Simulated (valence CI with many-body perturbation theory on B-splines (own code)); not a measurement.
## Level structure of Fe XIII

Computed by valence CI with perturbative core correlation (CI+MBPT): four valence electrons over a frozen Dirac-Fock core [Ne], radial functions for each j: 11 s, 11 p, 9 d, 7 f, 5 g, 2 h, 1 i, with the one-electron correlation potential Σ1, the two-electron term Σ2, the three-electron term Σ3, Breit, model QED; selected CI, second order for the rest, scaled by the run's own slope (own B-spline code, finite nucleus).

No measured levels were compared; by estimate levels of excited configurations hold to 0.05 to 0.15 % of their energy, terms of the ground configuration to about 0.5 %.

Levels 1 to 45 of 71, with energies above the lowest level, 3s²3p² ³P_0. "Leading %" is the weight of the configuration and term that name the level; weights of strongly mixed levels are sums over their largest components and can fall short. In the jj column 3d3/2^4 stands for four electrons in 3d with j = 3/2. Lifetimes count E1, E2, E3, M1 and M2 decay at the calculated energies, and are blank where another channel may lead or the interval is too uncertain; long ones can be off by a factor of two.

```tsv
No.	Configuration	Term	J	E (cm⁻¹)	Leading %	Leading jj	Lifetime
1	3s²3p²	³P	0	0	93	3s^2 3p1/2^2 (80 %)	
2	3s²3p²	³P	1	9301	97	3s^2 3p1/2 3p3/2 (97 %)	71.3 ms
3	3s²3p²	³P	2	18579	88	3s^2 3p1/2 3p3/2 (61 %)	102 ms
4	3s²3p²	¹D	2	48173	88	3s^2 3p3/2^2 (61 %)	6.27 ms
5	3s²3p²	¹S	0	91711	92	3s^2 3p3/2^2 (79 %)	914 μs
6	3s3p³	⁵S°	2	214460	98	3s 3p1/2 3p3/2^2 (53 %)	70.7 ns
7	3s3p³	³D°	1	287210	84	3s 3p1/2 3p3/2^2 (37 %)	578 ps
8	3s3p³	³D°	2	287360	83	3s 3p1/2 3p3/2^2 (57 %)	629 ps
9	3s3p³	³D°	3	290200	88	3s 3p1/2 3p3/2^2 (88 %)	716 ps
10	3s3p³	³P°	0	329020	89	3s 3p1/2 3p3/2^2 (89 %)	236 ps
11	3s3p³	³P°	1	329740	85	3s 3p1/2 3p3/2^2 (60 %)	237 ps
12	3s3p³	³P°	2	330380	78	3s 3p3/2^3 (48 %)	262 ps
13	3s3p³	¹D°	2	362430	53	3s 3p1/2 3p3/2^2 (40 %)	177 ps
14	3s3p³	³S°	1	415900	75	3s 3p1/2 3p3/2^2 (53 %)	17.5 ps
15	3s²3p3d	³F°	2	429990	96	3s^2 3p1/2 3d3/2 (75 %)	1.69 ns
16	3s²3p3d	³F°	3	436780	96	3s^2 3p1/2 3d5/2 (51 %)	2.89 ns
17	3s3p³	¹P°	1	438480	67	3s 3p3/2^3 (52 %)	24.6 ps
18	3s²3p3d	³F°	4	446860	97	3s^2 3p3/2 3d5/2 (97 %)	
19	3s²3p3d	³P°	2	486470	44	3s^2 3p1/2 3d5/2 (64 %)	19.7 ps
20	3s²3p3d	³P°	1	494960	56	3s^2 3p1/2 3d3/2 (56 %)	18.6 ps
21	3s²3p3d	¹D°	2	499040	33	3s^2 3p3/2 3d5/2 (41 %)	18.0 ps
22	3s²3p3d	³P°	0	501500	88	3s^2 3p3/2 3d3/2 (88 %)	21.9 ps
23	3s²3p3d	³D°	1	506550	55	3s^2 3p3/2 3d3/2 (74 %)	16.3 ps
24	3s²3p3d	³D°	3	509200	85	3s^2 3p3/2 3d5/2 (55 %)	15.2 ps
25	3s²3p3d	³D°	2	509290	67	3s^2 3p3/2 3d3/2 (49 %)	15.9 ps
26	3s²3p3d	¹F°	3	557100	95	3s^2 3p3/2 3d3/2 (39 %)	14.1 ps
27	3s²3p3d	¹P°	1	571080	85	3s^2 3p3/2 3d5/2 (60 %)	17.8 ps
28	3p⁴	³P	2	602460	54	3p1/2^2 3p3/2^2 (57 %)	117 ps
29	3p⁴	³P	1	615220	58	3p1/2 3p3/2^3 (58 %)	113 ps
30	3p⁴	³P	0	618060	57	3p1/2^2 3p3/2^2 (30 %)	109 ps
31	3p⁴	¹D	2	626780	58	3p1/2 3p3/2^3 (58 %)	175 ps
32	3s3p²3d	⁵F	1	633850	98	3s 3p1/2^2 3d3/2 (40 %)	12.5 ns
33	3s3p²3d	⁵F	2	636090	96	3s 3p1/2 3p3/2 3d3/2 (46 %)	14.4 ns
34	3s3p²3d	⁵F	3	639630	95	3s 3p1/2 3p3/2 3d3/2 (43 %)	20.6 ns
35	3s3p²3d	⁵F	4	644640	95	3s 3p1/2 3p3/2 3d5/2 (63 %)	91.4 ns
36	3s3p²3d	⁵F	5	651070	99	3s 3p3/2^2 3d5/2 (58 %)	83.2 ns
37	3s3p²3d	⁵D	0	656960	98	3s 3p1/2 3p3/2 3d3/2 (82 %)	3.06 ns
38	3s3p²3d	⁵D	1	657570	97	3s 3p1/2 3p3/2 3d3/2 (62 %)	2.26 ns
39	3s3p²3d	⁵D	2	658670	94	3s 3p1/2 3p3/2 3d3/2 (37 %)	1.57 ns
40	3s3p²3d	⁵D	3	660330	90	3s 3p1/2 3p3/2 3d3/2 (24 %)	1.39 ns
41	3s3p²3d	⁵D	4	663150	88	3s 3p1/2 3p3/2 3d5/2 (56 %)	21.5 ns
42	3s3p²3d	³F	2	679420	92	3s 3p1/2 3p3/2 3d3/2 (37 %)	1.32 ns
43	3s3p²3d	³F	3	683930	89	3s 3p1/2 3p3/2 3d5/2 (34 %)	1.32 ns
44	3s3p²3d	³F	4	690750	85	3s 3p3/2^2 3d5/2 (66 %)	1.97 ns
45	3s3p²3d	⁵P	3	702810	96	3s 3p1/2 3p3/2 3d5/2 (50 %)	18.2 ps
```

Names give the largest LS component (configuration and term), which can be under half, so a name can repeat, a term be missing and a line seem to break the LS rules; names also repeat where a configuration has a term twice.

The ionisation energy to 3s²3p ²P°1/2 of the next ion comes out as 359.74 eV (NIST: 361 ± 0.7 eV (semi-empirical)). All 71 levels together are meant to be complete up to 820810 cm⁻¹.
